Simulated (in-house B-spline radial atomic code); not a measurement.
**C³⁺: [He] 2s1**

Level of theory: non-relativistic LDA VWN5, spin-polarised, spherical fractional occupations, point nucleus; calculated with an all-electron radial atomic-structure program (B-spline basis).

Screening seen three ways: the hydrogenic charge with the same mean radius, Z_r = [3n² - l(l+1)]/(2<r>), the one with the same energy, Z_e = n√(-2ε), and Slater's rules. Values are occupation-weighted means over spin.

| shell | electrons | ε (eV) | <r> (bohr) | Z_r | Z_e | Slater |
| --- | --- | --- | --- | --- | --- | --- |
| 1s | 2 | -328.79 | 0.2711 | 5.53 | 4.92 | 5.70 |
| 2s | 1 | -57.258 | 1.277 | 4.70 | 4.10 | 4.30 |

The least bound orbital is 2s up at -57.26 eV, and it is also the most diffuse (<r> = 1.277 bohr).
